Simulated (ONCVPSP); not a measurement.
# Before and after: ONCV potential for zinc

```
Element                 : zinc
Generator               : ONCVPSP 4.0.1
Type                    : optimised norm-conserving Vanderbilt (ONCV)
Functional              : PBEsol
Relativity              : scalar-relativistic
Frozen core             : [Ne] 3s2
Valence charge          : 18
Reference configuration : 3p6 3d10 4s2
Partial waves           : 4s: rc 2.05 bohr, ncon 3, nbas 6, qcut 2.8 1/bohr, 2 projectors, debl 3.1 Ha; 3p: rc 1.00 bohr, ncon 4, nbas 9, qcut 14.2 1/bohr, 2 projectors, debl 3.6 Ha; 3d: rc 1.15 bohr, ncon 3, nbas 7, qcut 12.6 1/bohr, 1 projector
Local potential         : polynomial inside 0.90 bohr (lpopt 1, dvloc0 0 Ha)
Core correction         : Teter function, fcfact 5.25, rcfact 1.75
```

Change: all radii but the core radius scaled by about 1.30 (s 2.68, p 1.30, d 1.50 bohr); local potential polynomial inside 1.18 bohr (lpopt 1, dvloc0 0 Ha).

Cutoffs: the cutoffs (Ha) at which the residual kinetic energy of the hardest occupied pseudo-wave falls to 1 and 0.1 mHa per electron; they do not see the model core or the augmentation charge, which bear on the density cutoff. Errors are all-electron minus pseudo energies relative to the spin-unpolarised reference configuration.

Problem. How do hardness, ghosts and transferability respond?

Solution. The potential gets softer (66 Ha and 74 Ha → 54 Ha and 63 Ha); the lowest positive-energy flag moves from s at 25.6 eV to s at 76.5 eV; of the 4 tests that both files solve, the error grows in 4 and shrinks in 0 by more than 15 % and 0.3 meV (median size 29.4 → 102.7 meV); neither file shows a bound ghost. A larger radius leaves more room for a smooth pseudo-wave, so fewer plane waves are needed. More of the atom is replaced by a form fitted at one configuration, so other configurations suffer.

```tsv
quantity	base	changed
cutoff, loose	66 Ha	54 Ha
cutoff, tight	74 Ha	63 Ha
loose cutoff by channel	s 8.8 Ha, p 52 Ha, d 66 Ha	s 3.1 Ha, p 53 Ha, d 54 Ha
bound ghosts	none	none
GHOST(+) flags under 300 eV	s at 25.6 eV	s at 76.5 eV
error for 3p6 3d10 4s1, meV [ΔE 9.90 eV]	-3.3	-12
error for 3p6 3d10 4s0, meV [ΔE 28.25 eV]	-30	-115
error for 3p6 3d9 4s0, meV [ΔE 68.76 eV]	-76	-503
error for 3p6 3d10 4s0 4p1, meV [ΔE 16.26 eV]	-28	-91
rms error of d²Exc/dni dnj with the model core, mHa	1.08	1.26
```
